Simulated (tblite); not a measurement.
C$_{5}$H$_{10}$N (SMILES C[C]=NC(C)C), doublet, at a GFN2-xTB geometry; tblite 0.6.0 with GFN1-xTB.

Here is a job for tblite.
```
$ tblite run mol.xyz --method gfn1 --charge 0 --spin 1 --grad --json tblite.json --no-restart

# file mol.xyz
16

C      2.67089895     0.27907464     0.54348527
C      1.20011371     0.30757621     0.50808579
N      0.46020252     0.11512148    -0.46442955
C     -0.97187376     0.12602007    -0.51874427
C     -1.63073963     0.60929537     0.77610045
C     -1.44830959    -1.28057386    -0.88859991
H      3.03395996     1.25146731     0.87480620
H      3.11667404     0.04213878    -0.42794132
H      2.99203528    -0.46241733     1.27431708
H     -1.23507377     0.81140010    -1.33672356
H     -1.37126974    -0.06074407     1.59246370
H     -1.27917685     1.60789351     1.02416517
H     -2.71130215     0.63108521     0.66140221
H     -2.52409204    -1.28378324    -1.04326209
H     -0.95969168    -1.61410926    -1.80060655
H     -1.20401858    -1.97713582    -0.08957777
```

### Question
Write the output that tblite gives for this input, abridged.

### Answer

```
xTB calculator
 | screened Coulomb repulsion
 | Coulomb electrostatics
 |  * isotropic Klopman-Ohno-Mataga-Nishimoto electrostatics
 |  * onsite third-order electrostatics
 | DFT-D3(BJ) dispersion correction

halogen bonding energy    0.0000000000000E+00 Eh
repulsion energy          2.7233891794197E-01 Eh
dispersion energy        -5.3989685569248E-03 Eh
number of electrons       3.5000000000000E+01 e
integral cutoff           1.9731147476801E+01 bohr

------------------------------------------------------------
  cycle        total energy    energy error   density error
------------------------------------------------------------
      1     -19.02110720771  -1.9288047E+01   5.7440337E-01
      2     -19.06316267303  -4.2055465E-02   3.4258789E-01
      3     -19.05123419801   1.1928475E-02   1.2176483E-01
      4     -19.06996815981  -1.8733962E-02   8.4000095E-03
      5     -19.07013834511  -1.7018530E-04   9.4396841E-04
      6     -19.07014051846  -2.1733519E-06   2.7850939E-04
      7     -19.07014060543  -8.6967201E-08   1.0343927E-04
      8     -19.07014061360  -8.1689997E-09   1.9768763E-05
------------------------------------------------------------

electronic energy        -1.9337080562983E+01 Eh
total energy             -1.9070140613598E+01 Eh

Post processing:
 | Mayer-Wiberg bond orders

[Info] Tight-binding results written to 'tblite.txt'
[Info] JSON dump of results written to 'tblite.json'
```
